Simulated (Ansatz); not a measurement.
Calculated with Ansatz (gas phase, PBE0-D4/def2-TZVP geometries, no zero-point term in ΔE). CBS: MP2 limit from def2 TZ/QZ plus the TZ coupled-cluster correction, frozen cores. Functionals use def2-TZVPP. B3LYP here is the variant with VWN-RPA as its local correlation; programs differ in this. One conformer a species, not always the lowest.

Consider the redistribution: `BCC[SiH2]C` + `C[SiH2]Cl` → `B[SiH2]C` + `C[SiH2]CCCl`.

CCSD(T)/CBS gives +42.9 kcal/mol.

**Question.** Another level gave +42.2 kcal/mol. Which?
A. B2PLYP/def2-TZVPP
B. B3LYP/def2-TZVPP
C. PBE/def2-TZVPP
D. ωB97M-V/def2-TZVPP

**Answer.** B. B3LYP 42.2, ωB97M-V 44.3, PBE 40.1, B2PLYP 43.2 kcal/mol.

Largest T1 diagnostic among the species: 0.011.

From PBE to PBE0 (25 % exact exchange), in def2-TZVPP and without D4, ΔE moves by +1.7 kcal/mol.
